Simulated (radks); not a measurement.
Q: Valence configurations of Co2+ (all share [Ar]). Method: Dirac Kohn-Sham, PBE, spin-unpolarised, spherical densities, point nucleus; open shells fill j = l - 1/2 first; computed with a radial shooting solver on a logarithmic mesh with Libxc functionals. Order these by energy: 3d6.5 4s0.5; 3d7; 3d5 4p2; 3d6 4p1; 3d6 4s1; 3d5 4s2; 3d6.5 4p0.5.

A: From the lowest, in eV above it: 3d7 0.000; 3d6.5 4s0.5 3.495; 3d6.5 4p0.5 6.691; 3d6 4s1 8.031; 3d6 4p1 14.704; 3d5 4s2 20.615; 3d5 4p2 35.103. NIST lists [Ar] 3d7 as the ground configuration; this level of theory agrees among the configurations tried. The energies are those of spherical spin-averaged densities, not of single terms.
